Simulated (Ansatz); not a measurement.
Reaction (formal exchange of groups at the Si–Cl bond): `CN[SiH](S)Cl` + CH₄ → `CN[SiH](C)S` + HCl

Calculated with Ansatz (gas phase, PBE0-D4/def2-TZVP geometries, no zero-point term in ΔE). CCSD(T)/CBS is the MP2 limit (def2-TZVPP, def2-QZVPP) plus CCSD(T) − MP2 in def2-TZVPP, frozen cores. This one scheme is used for every species. DFT in def2-TZVPP. Each species was taken in one conformer, which may not be the lowest.

```csv
level,ΔE (kJ/mol)
r2SCAN-D4,119.5
PBE0-D4,115.9
```

(1) What does CCSD(T)/CBS give? (Estimate.)

Largest T1 diagnostic among the species: 0.010.

Results:

(1) Ansatz gave: +115.7 kJ/mol. The listed levels differ from it by 3.8, 0.2 kJ/mol.

In def2-TZVPP, CCSD(T) changes the Hartree–Fock value by −10.8 kJ/mol (the triples alone add +0.2 kJ/mol) and MP2 by −4.7 kJ/mol.
